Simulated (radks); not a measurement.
Charge is removed step by step from the 3d down level of neutral nickel, starting from [Ar] 3d(up 5, down 3) 4s2. All-electron calculation, scalar-relativistic Kohn-Sham, PBE, spin-polarised, spherical densities, finite nucleus; Fermi nuclear charge, rms radius 3.7757 fm. Program: a radial shooting solver on a logarithmic mesh with Libxc functionals.

removed (e)  E - E(0) (eV)  eigenvalue (eV)  E minus straight line (eV)
0                    0.000           -7.792                       0.000
0.1                  0.842           -9.054                      -0.623
0.2                  1.812          -10.357                      -1.118
0.3                  2.915          -11.701                      -1.481
0.4                  4.153          -13.083                      -1.707
0.5                  5.532          -14.502                      -1.793
0.6                  7.055          -15.957                      -1.736
0.7                  8.725          -17.447                      -1.531
0.8                 10.545          -18.970                      -1.176
0.9                 12.520          -20.526                      -0.666
1                   14.651          -22.113                       0.000

Removing the whole electron costs 14.651 eV by Delta-SCF, against 7.792 eV from minus the eigenvalue at the starting occupation. Slater's transition state (half an electron removed) gives 14.502 eV. Integrating minus the eigenvalue over the occupation (Janak's theorem) gives 14.652 eV. In this scalar-relativistic scheme the density is built from large components alone, so the theorem holds only approximately. The mean slope of the eigenvalue, de/dn, is 14.3 eV per electron.
